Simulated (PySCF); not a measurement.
This PySCF input asks for the NMR shieldings of `InChI=1S/C4H16N2OSi2/c1-3-4(7-8)9(5)6-2/h4,6,9H,3,5H2,1-2,8H3/t4-,9-/m0/s1`; the geometry comes from GFN2-xTB.

```python
import basis_set_exchange as bse
import numpy as np
from pyscf import gto, dft
from pyscf.prop import nmr

atoms = """
C    -1.818791   -1.576338    0.256177
C    -1.970724   -0.289038   -0.541099
C    -0.785225    0.650205   -0.354362
O    -0.627180    0.994229    1.009629
Si   -1.517351    1.924808    1.976501
Si    0.878233   -0.062207   -0.963817
N     1.663414    1.195181   -1.850763
N     1.691653   -0.620344    0.438804
C     2.970403   -1.283327    0.454494
H    -2.716064   -2.186427    0.175582
H    -1.653396   -1.343664    1.305795
H    -0.971568   -2.151298   -0.109696
H    -2.061078   -0.512434   -1.605394
H    -2.883424    0.224921   -0.222914
H    -1.000183    1.566146   -0.918257
H    -0.699624    1.863990    3.180264
H    -2.870785    1.405620    2.211826
H    -1.655155    3.283514    1.439041
H     0.688059   -1.092429   -1.997411
H     1.648871    2.133035   -1.481707
H     2.563575    1.009265   -2.261605
H     1.170096   -0.749763    1.291589
H     3.496136   -1.054024   -0.469614
H     3.574810   -0.933477    1.294924
H     2.874364   -2.372000    0.529841
"""
names = dict.fromkeys(["C", "O", "Si", "N", "H"], "pcSseg-1")
basis = {el: gto.basis.parse(bse.get_basis(n, elements=[el], fmt="nwchem")) for el, n in names.items()}
mol = gto.M(atom=atoms, basis=basis, charge=0, verbose=0)
mf = dft.RKS(mol, xc="PBE0")
mf.grids.level = 2
mf.grids.alignment = dft.numint.BLKSIZE   # the property module wants whole blocks of grid points
mf.conv_tol = 1e-9
mf.kernel()

calc = nmr.RKS(mf)   # GIAO
C = mf.mo_coeff
Co = C[:, mf.mo_occ > 0]
resp = mf.gen_response(singlet=True, hermi=2)
def vind(x):   # induced exchange potential for any number of trial vectors
    d = np.einsum("pi,xij,qj->xpq", C, 2 * x.reshape(-1, C.shape[1], Co.shape[1]), Co, optimize=True)
    return np.einsum("xpq,pi,qj->xij", resp(d - d.transpose(0, 2, 1)), C, Co, optimize=True).ravel()
mo1, _ = nmr.rhf.solve_mo1(calc, with_cphf=vind)
sigma = calc.kernel(mo1)
for i, s in enumerate(sigma):   # ppm
    w = np.linalg.eigvalsh((s + s.T) / 2)
    print("%2d %-2s iso %8.1f  s11 %8.1f  s22 %8.1f  s33 %8.1f" % (i, mol.atom_pure_symbol(i), w.mean(), *w))
```

Problem. Give the expected output.

Solution. 
```
 0 C  iso    176.2  s11    162.7  s22    180.0  s33    186.0
 1 C  iso    158.4  s11    150.1  s22    156.4  s33    168.6
 2 C  iso    117.3  s11     95.6  s22    105.5  s33    150.9
 3 O  iso    330.3  s11    285.3  s22    338.8  s33    367.0
 4 Si iso    394.1  s11    338.6  s22    364.4  s33    479.3
 5 Si iso    379.1  s11    337.6  s22    382.3  s33    417.5
 6 N  iso    239.5  s11    221.4  s22    225.7  s33    271.4
 7 N  iso    231.9  s11    207.3  s22    224.6  s33    263.7
 8 C  iso    157.4  s11    131.7  s22    153.4  s33    187.1
 9 H  iso     30.8  s11     25.9  s22     27.7  s33     38.7
10 H  iso     30.4  s11     26.1  s22     30.7  s33     34.5
11 H  iso     30.9  s11     26.0  s22     30.6  s33     36.2
12 H  iso     30.2  s11     26.4  s22     28.0  s33     36.2
13 H  iso     29.7  s11     25.2  s22     28.4  s33     35.5
14 H  iso     28.2  s11     26.1  s22     27.0  s33     31.4
15 H  iso     26.9  s11     22.7  s22     25.3  s33     32.6
16 H  iso     26.7  s11     22.6  s22     25.5  s33     32.0
17 H  iso     26.9  s11     23.4  s22     24.9  s33     32.5
18 H  iso     27.0  s11     23.5  s22     26.0  s33     31.6
19 H  iso     31.2  s11     24.2  s22     27.9  s33     41.6
20 H  iso     30.7  s11     23.5  s22     27.0  s33     41.7
21 H  iso     30.7  s11     20.8  s22     32.2  s33     39.1
22 H  iso     29.2  s11     24.5  s22     28.0  s33     35.1
23 H  iso     28.8  s11     23.1  s22     26.7  s33     36.5
24 H  iso     28.8  s11     22.8  s22     26.9  s33     36.7
```

These numbers come from an equivalent density-fitted implementation of the same equations, which agrees with the script to about 0.01 ppm for H and up to a few tenths of a ppm for heavy atoms, so last digits may differ.

Problem. Turn these shieldings into chemical shifts. Scale: $^{13}$C (σ = 186.93 ppm), $^{29}$Si (σ = 349.16 ppm), $^{1}$H (σ = 31.72 ppm) against TMS; $^{17}$O (σ = 336.08 ppm) against H2O; $^{15}$N (σ = 267.73 ppm) against NH3 (reference shieldings calculated alike).

Solution. Averaging equivalent atoms: C 2: 69.6; C 8: 29.5; C 1: 28.5; C 0: 10.7; O 3: 5.7; Si 5: -30.0; Si 4: -44.9; N 7: 35.9; N 6: 28.2; H 15/16/17: 4.89; H 18: 4.70; H 14: 3.55; H 22/23/24: 2.78; H 13: 2.04; H 12: 1.51; H 21: 1.03; H 9/10/11: 1.01; H 19/20: 0.73 ppm. Experimental scales use liquid or dissolved standards, which lie at an offset from isolated NH3 (liquid NH3: subtract about 20 ppm) and H2O (liquid H2O: subtract about 36 ppm).

Size and cost of the density-fitted run: 247 basis functions, 2 min wall time on 1 thread of an Arm Neoverse N1, shared host; peak memory 1.1 GiB.
